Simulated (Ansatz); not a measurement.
Ideal-gas functions of `[GeH3][CH2]Br` at 600 K and 1 bar, from an Ansatz frequency run at PBE0-D4/def2-TZVP.

Molar mass 169.56 g/mol, point group Cs (symmetry number 1), electronic degeneracy 1, moments of inertia 26.599, 410.969, 428.004 u Å². Harmonic wavenumbers (cm⁻¹, unscaled): 130, 131, 469, 482, 637, 686, 773, 828, 879, 881, 1084, 1153, 1423, 2143, 2174, 2179, 3112, 3183.

Use S(trans) = R[1.5 ln M + 2.5 ln T − 1.1517]; rotational temperatures θ = 24.2544 K / I; S(rot) = R[ln(√π/σ · √(T³/θAθBθC)) + 1.5]; for each mode x = 1.438777 ν̃/T, S = R[x/(eˣ − 1) − ln(1 − e⁻ˣ)] and H = RT x/(eˣ − 1); 1 cm⁻¹ = 0.0119627 kJ/mol; R = 8.31446 J/(mol·K).

Q: By hand: the entropy, in J/(mol·K).

A: Translation 187.4. Rotation: θ = 0.9119, 0.059, 0.0567 K, giving 121.1. Vibration, mode by mode: 18.04, 17.98, 7.76, 7.56, 5.56, 5.05, 4.28, 3.86, 3.50, 3.49, 2.38, 2.09, 1.25, 0.30, 0.28, 0.28, 0.04, 0.03, in all 83.7. Electronic 0.0. Sum 392.2 J/(mol·K).

Q: By hand: H − E and G − E in kJ/mol, counted from the electronic energy.

A: Zero-point energy ½ × 22347 × 0.0119627 = 133.7; thermal vibration 27.1; translation, rotation and pV give 4 RT = 20.0. H − E = 180.8 kJ/mol, and G − E = 180.8 − 600 × 392.2/1000 = -54.5 kJ/mol.

Vibration gives 21 % of the entropy, 36.0 J/(mol·K) of it from the modes under 150 cm⁻¹: soft modes count most, and the harmonic formula is weakest for them.
